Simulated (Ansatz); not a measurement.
Basis-set extrapolation for C6H14O2Si, SMILES `CC(C)O[Si]OC(C)C` (PBE0-D4/def2-TZVP geometry, frozen core, Ansatz 0.2.0). Multiplicity 1, RHF reference.

```tsv
	def2-TZVPP	def2-QZVPP
HF	-674.245208	-674.272792
MP2 correlation	-1.622465	-1.733999
CCSD(T) correlation	-1.767093	not run
```

Energies in hartree. Use E(X) = E(∞) + A·exp(−7.88·√X) for Hartree–Fock and E(X) = E(∞) + B·X^(−2.97) for correlation, with X = 3 and 4, and add CCSD(T) minus MP2 of the smaller set to the MP2 limit.

Q: What is the CCSD(T) energy at the basis-set limit?

A: HF limit: -674.272792 + (-0.027584) × 0.13774 = -674.27659. MP2 limit: -1.733999 + (-0.111534) × 0.74074 = -1.81662. Higher-order term: -1.767093 − (-1.622465) = -0.14463. Total: -676.23784 hartree, 6.14 eV below CCSD(T)/def2-TZVPP.
